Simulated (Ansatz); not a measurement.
Method: frozen-core CCSD(T)/cc-pVDZ // PBE0-D3(BJ)/def2-SVP in Ansatz (a first-principles code). The restricted HF reference is unstable towards unrestricted orbitals.

Ansatz 0.2 input:
```yaml
crystal:
  periodic: [false, false, false]
  atoms:
    - { symbol: B, position_ang: [1.194505, 2.201062, -0.22777] }
    - { symbol: C, position_ang: [0.575493, 0.796736, -0.105986] }
    - { symbol: C, position_ang: [1.343256, -0.391707, -0.214795] }
    - { symbol: C, position_ang: [2.752254, -0.35216, -0.446875] }
    - { symbol: C, position_ang: [3.949398, -0.380958, -0.643333] }
    - { symbol: C, position_ang: [0.737539, -1.663501, -0.097038] }
    - { symbol: C, position_ang: [-0.620702, -1.789683, 0.127823] }
    - { symbol: C, position_ang: [-1.42678, -0.644648, 0.2437] }
    - { symbol: C, position_ang: [-2.838516, -0.545115, 0.474187] }
    - { symbol: C, position_ang: [-3.258563, 0.7478, 0.524263] }
    - { symbol: S, position_ang: [-1.982687, 1.89525, 0.297854] }
    - { symbol: C, position_ang: [-0.808638, 0.624284, 0.123647] }
    - { symbol: H, position_ang: [0.48175, 3.173137, -0.12647] }
    - { symbol: H, position_ang: [2.373644, 2.348636, -0.421496] }
    - { symbol: H, position_ang: [5.009373, -0.387631, -0.817556] }
    - { symbol: H, position_ang: [1.363605, -2.552547, -0.18718] }
    - { symbol: H, position_ang: [-1.071644, -2.781347, 0.215913] }
    - { symbol: H, position_ang: [-3.498558, -1.40479, 0.595254] }
    - { symbol: H, position_ang: [-4.274729, 1.107178, 0.685859] }
basis:
  gaussian: { orbitals: cc-pVDZ }
correlation:
  method: ccsd_t
```

Output:

```
Functional definition: HF
1951 factors; integrals over basis functions are off by at most 1.2e-3 eV
mean field evaluation 1: about -21897.0711 eV, gradient 3.9e1 eV
mean field evaluation 2: about -21897.6478 eV, gradient 3.9e1 eV
mean field evaluation 4: about -21902.9360 eV, gradient 6.5e0 eV
mean field evaluation 8: about -21903.0787 eV, gradient 4.3e-1 eV
mean field evaluation 16: about -21897.0702 eV, gradient 3.9e1 eV
mean field evaluation 32: about -21894.2475 eV, gradient 1.5e1 eV
mean field -21903.08048135 eV, -804.9233612485 hartree, gradient 1.6e-6 eV, S^2 0.000000; 0 other end points of the search recorded, 0 dependent functions left out; unrestricted orbitals would lower it
16 core orbitals not correlated
reference -21903.08048135 eV, -804.9233612485 hartree; 28, 28 occupied and 163, 163 virtual orbitals, 1951 factors
second order -40.73928038 eV of doubles, -0.00000000 eV of singles
cycle   1  -40.60032440 eV  change    1.4e-1 eV  update   1.8e-1
cycle   2  -41.90178790 eV  change    -1.3e0 eV  update   5.7e-2
cycle   3  -42.20224632 eV  change   -3.0e-1 eV  update   2.6e-2
cycle   4  -42.20764762 eV  change   -5.4e-3 eV  update   8.4e-3
cycle   5  -42.21057733 eV  change   -2.9e-3 eV  update   4.3e-3
cycle   6  -42.21301676 eV  change   -2.4e-3 eV  update   1.5e-3
cycle   7  -42.21214822 eV  change    8.7e-4 eV  update   6.5e-4
cycle   8  -42.21202355 eV  change    1.2e-4 eV  update   3.5e-4
cycle   9  -42.21203469 eV  change   -1.1e-5 eV  update   1.4e-4
cycle  10  -42.21197389 eV  change    6.1e-5 eV  update   6.7e-5
cycle  11  -42.21190517 eV  change    6.9e-5 eV  update   2.3e-5
perturbative correction -2.05857256 eV, -0.0756511461 hartree
Total energy: -21947.35095908 eV, -806.5502712972 hartree
```

Cost: around 9 core-minutes (rough).
